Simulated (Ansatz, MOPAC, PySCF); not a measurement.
Molecule: iodine monochloride, ICl, charge 0, multiplicity 1. SMILES: ClI
Coordinates optimised at B3LYP-D3(BJ)/def2-TZVP (Ansatz, a first-principles code):
```
Cl
I 1 2.3447
```

Wanted: vertical ionisation energy to the doublet, in eV. Terms: open shells spin-unrestricted; spin-orbit terms left out; def2 sets with scalar-relativistic core potentials past Kr; PM7 with its own dispersion and hydrogen-bond terms; LANL2DZ with its own core potentials from Na on; each state is the SCF solution reached for its charge and spin; 6-31G* and kin with 6d, 5d where marked; STO-3G and 3-21G all-electron and non-relativistic; valence correlation only (noble-gas shells and the d and f shells of earlier blocks). Ab initio and DFT rows: single points at B3LYP-D3(BJ) geometries (Ansatz). Semi-empirical rows: differences of heats of formation at the shared geometry for vertical values.

| level | program | vertical ionisation energy to the doublet (eV) |
|---|---|---|
| AM1 | MOPAC | 10.88 |
| PM3 | MOPAC | 9.73 |
| PM6 | MOPAC | 10.05 |
| PM7 | MOPAC | 9.45 |
| MNDO | MOPAC | 11.26 |
| HF/6-31G* with LANL2DZ past Ar | Ansatz | 10.09 |
| PBE/6-31G* with LANL2DZ past Ar | Ansatz | 10.27 |
| B3LYP/STO-3G | Ansatz | 8.87 |
| B3LYP/3-21G | Ansatz | 10.35 |
| B3LYP/6-31G* with LANL2DZ past Ar | Ansatz | 10.49 |
| M06-2X/6-31G* with LANL2DZ past Ar (5d) | PySCF | 10.67 |
| MP2/6-31G* with LANL2DZ past Ar | Ansatz | 10.17 |
| PBE0/def2-TZVPD | Ansatz | 10.26 |

No value to compare with is used here. The 12 habitual levels span 8.87 (B3LYP/STO-3G) to 11.26 eV (MNDO); PBE0/def2-TZVPD gives 10.26.

The levels are drawn from those run, B3LYP/6-31G* more often than the rest, none by its result; runs whose electronic state is in doubt are left out.
